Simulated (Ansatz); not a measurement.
Pulling on the O2–H3 bond in H2O2Pb (SMILES [OH][Pb][OH]) (multiplicity 1 held, fragments rigid). Energies count from the point at 0.966 Å.
Geometry at that point (charge 0, multiplicity 1):
```xyz
5

Pb     0.058    -0.142     0.224
O      1.146     1.309    -0.813
H      0.646     1.619    -1.580
O     -1.533     0.013    -1.159
H     -2.292    -0.558    -0.997
```

Signs of static correlation in def2-TZVPP, with CASSCF(4,3), from Ansatz (a program for electronic structure) runs.

| R (Å) | T1 of restricted CCSD | ⟨S²⟩ of UHF | largest double amplitude of restricted CCSD | weight of the CASSCF reference in MRCISD | CASSCF natural occupations |
|---|---|---|---|---|---|
| 0.773 | 0.019 | 0.000 | 0.040 | 0.892 | 2.00 1.99 0.01 |
| 0.870 | 0.019 | 0.000 | 0.040 | 0.891 | 2.00 1.99 0.01 |
| 0.966 | 0.020 | 0.000 | 0.040 | 0.890 | 2.00 1.98 0.02 |
| 1.063 | 0.020 | 0.000 | 0.039 | 0.890 | 2.00 1.97 0.03 |
| 1.160 | 0.021 | 0.000 | 0.039 | 0.889 | 2.00 1.96 0.04 |
| 1.305 | 0.022 | 0.000 | 0.039 | 0.888 | 2.00 1.93 0.07 |
| 1.450 | 0.024 | [?] | 0.048 | 0.888 | 2.00 1.88 0.12 |
| 1.691 | 0.026 | 0.731 | 0.102 | 0.889 | 2.00 1.77 0.23 |
| 1.933 | 0.030 | 0.894 | 0.154 | 0.890 | 2.00 1.62 0.38 |
| 2.223 | 0.037 | 0.970 | 0.342 | 0.891 | 2.00 1.43 0.57 |
| 2.610 | [?] | 1.002 | 0.512 | 0.891 | 2.00 1.24 0.76 |
| 3.093 | 0.064 | 1.012 | 0.650 | 0.892 | 2.00 1.11 0.89 |

Problem. What belongs in the gaps?

Solution. 
- 1.450, ⟨S²⟩ of UHF: 0.307
- 2.610, T1 of restricted CCSD: 0.048

Doubts at one or more of the structures used: active orbitals that take no part (SC-NEVPT2 on CASSCF(4,3)/def2-TZVPP); a restricted determinant that unrestricted orbitals would lower (R-CCSD(T)/def2-TZVPP); other coupled-cluster roots lie near (R-CCSD(T)/def2-TZVPP); T1 above 0.05 (R-CCSD(T)/def2-TZVPP, U-CCSD(T)/def2-TZVPP); a spin-contaminated determinant (U-CCSD(T)/def2-TZVPP).
